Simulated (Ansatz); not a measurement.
Ansatz (a first-principles code) input (CCSD(T)/aug-cc-pVDZ):

Ansatz 0.2 input:
```yaml
crystal:
  periodic: [false, false, false]
  atoms:
    - {symbol: C, position_ang: [0.14388870, -0.07978109, 1.14411330]}
    - {symbol: Br, position_ang: [0.90124617, 1.39283035, -0.11631489]}
    - {symbol: Br, position_ang: [-0.92591281, -1.37915359, -0.07981882]}
basis:
  gaussian:
    orbitals: aug-cc-pVDZ
total_charge: -1
magnetization: {spin_polarized: true, initial_magnetization: 1}
correlation: {method: ccsd_t, electrons: outside_noble_gas}
output: {forces: true}
```

End of the output:

```
mean field evaluation 16: about -141025.7999 eV, gradient 1.2e0 eV
mean field evaluation 32: about -141021.6699 eV, gradient 2.9e0 eV
mean field evaluation 64: about -141019.3696 eV, gradient 1.0e1 eV
mean field evaluation 96: about -141022.8319 eV, gradient 5.5e0 eV
mean field -141025.83150025 eV, -5182.6037168924 hartree, gradient 1.1e-6 eV, S^2 0.770309; 1 other end points of the search recorded, 0 dependent functions left out
determinant -141025.83150025 eV, -5182.6037168924 hartree, with singles and doubles -141036.64575395 eV, -5183.0011333855 hartree
determinant -141023.44760846 eV, -5182.5161104847 hartree, with singles and doubles -141034.54750122 eV, -5182.9240240200 hartree
29 core orbitals not correlated
reference -141025.83150025 eV, -5182.6037168924 hartree; 10, 9 occupied and 56, 57 virtual orbitals, 1026 factors
densities: 0.57 GiB planned
second order -9.93150275 eV of doubles, -0.00000000 eV of singles
coupled cluster: 0.42 GiB planned
cycle   1  -10.81499171 eV  change   -7.4e-4 eV  update   1.3e-3
cycle   2  -10.81558350 eV  change   -5.9e-4 eV  update   8.7e-4
cycle   3  -10.81538552 eV  change    2.0e-4 eV  update   3.8e-4
cycle   4  -10.81555469 eV  change   -1.7e-4 eV  update   1.8e-4
cycle   5  -10.81574774 eV  change   -1.9e-4 eV  update   7.6e-5
cycle   6  -10.81581401 eV  change   -6.6e-5 eV  update   4.4e-5
cycle   7  -10.81575529 eV  change    5.9e-5 eV  update   2.1e-5
cycle   8  -10.81573335 eV  change    2.2e-5 eV  update   7.0e-6
cycle   9  -10.81573351 eV  change   -1.6e-7 eV  update   2.4e-6
cycle  10  -10.81573485 eV  change   -1.3e-6 eV  update   8.8e-7
perturbative correction -0.45419231 eV, -0.0166912594 hartree
the calculation of the forces begins
mean field evaluation 128: about -141025.8315 eV, gradient 1.1e-6 eV
Total energy: -141037.10142741 eV, -5183.0178790763 hartree
Atom 0 at     0.143889    -0.079781     1.144113 Å, force     0.023343    -0.012943     0.185609 eV/Å
Atom 1 at     0.901246     1.392830    -0.116315 Å, force     0.026718     0.064712    -0.093571 eV/Å
Atom 2 at    -0.925913    -1.379154    -0.079819 Å, force    -0.050061    -0.051769    -0.092038 eV/Å
Dipole moment:    -0.040086     0.022226    -0.318743 e Å
```
